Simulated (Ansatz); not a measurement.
Consider the redistribution: `[CH3][V](=[NH])([OH])[F]` + `CO[SiH2]O[SiH3]` → `C[O][V]([CH3])(=[NH])[OH]` + `F[SiH2]O[SiH3]`.

Gas-phase electronic energies from Ansatz, PBE0-D4/def2-TZVP geometries. CBS: MP2 limit from def2 TZ/QZ plus the TZ coupled-cluster correction, frozen cores. Functionals use def2-TZVPP. For V outer-core shells are correlated without core-valence functions, which leaves a few kJ/mol of doubt a bond. Scalar relativity is left out up to krypton. One conformer a species, not always the lowest.

`[CH3][V](=[NH])([OH])[F]`:

Cartesian coordinates in Å:
```
C -1.012 0.726 0.547
V 0.286 -0.477 -0.398
N 1.186 0.557 -1.229
O 1.305 -1.202 0.857
F -0.653 -1.569 -1.376
H -0.489 1.464 1.153
H -1.619 1.229 -0.210
H -1.644 0.089 1.175
H 1.734 1.105 -1.878
H 0.906 -1.923 1.359
```

`CO[SiH2]O[SiH3]`:

```xyz
13

C     0.561   -0.729   -1.981
O     0.652    0.520   -1.332
Si    1.112    0.707    0.223
O     0.028    0.074    1.267
Si   -1.537    0.110    1.744
H     0.534   -0.556   -3.057
H     1.423   -1.367   -1.753
H    -0.351   -1.258   -1.688
H     1.224    2.167    0.427
H     2.387   -0.012    0.469
H    -1.626   -0.496    3.094
H    -2.034    1.511    1.792
H    -2.373   -0.670    0.795
```

`C[O][V]([CH3])(=[NH])[OH]`:

Z-matrix (Å, degrees):
```
C
V 1 2.931
O 1 1.399 2 23.5
H 1 1.094 2 119.3 3 70.3
H 1 1.094 2 87.4 3 -179.2
H 1 1.094 2 120.3 3 -68.3
N 2 1.615 1 92.7 3 179.0
C 2 2.019 1 111.3 3 -76.2
O 2 1.781 1 127.5 3 57.9
H 7 1.011 2 165.1 1 -136.2
H 8 1.091 2 109.5 1 -159.8
H 8 1.091 2 110.1 1 -39.1
H 8 1.095 2 107.2 1 80.7
H 9 0.961 2 121.1 1 -39.3
```

`F[SiH2]O[SiH3]`:

```xyz
9

F     0.443   -0.313    2.387
Si    0.005    0.806    1.340
O    -0.471    0.104   -0.035
Si   -0.088   -0.760   -1.377
H    -1.139    1.539    1.918
H     1.187    1.664    1.102
H    -1.021   -0.367   -2.459
H    -0.227   -2.208   -1.091
H     1.310   -0.465   -1.786
```

CCSD(T)/CBS gives -32.5 kJ/mol.

**Question.** Another level gave -22.6 kJ/mol. Which?
A. LC-ωPBE/def2-TZVPP
B. CCSD(T)/def2-TZVPP
C. MP2/def2-TZVPP
D. revPBE/def2-TZVPP

**Answer.** D. revPBE -22.6, LC-ωPBE -16.6, CCSD(T)/def2-TZVPP -29.9, MP2/def2-TZVPP -35.1 kJ/mol.

Largest T1 diagnostic among the species: 0.031, so the coupled-cluster value is less sure than usual.

Leaving LDA and LC-ωPBE aside and taking each functional with its dispersion term where it has one, the values, not all of them listed here, spread over 11.2 kJ/mol, from B2PLYP to ωB97X-V. LDA lies −3.4 kJ/mol from PBE without D4. In def2-TZVPP, CCSD(T) changes the Hartree–Fock value by −9.3 kJ/mol (the triples alone add −4.8 kJ/mol) and MP2 by −14.6 kJ/mol.
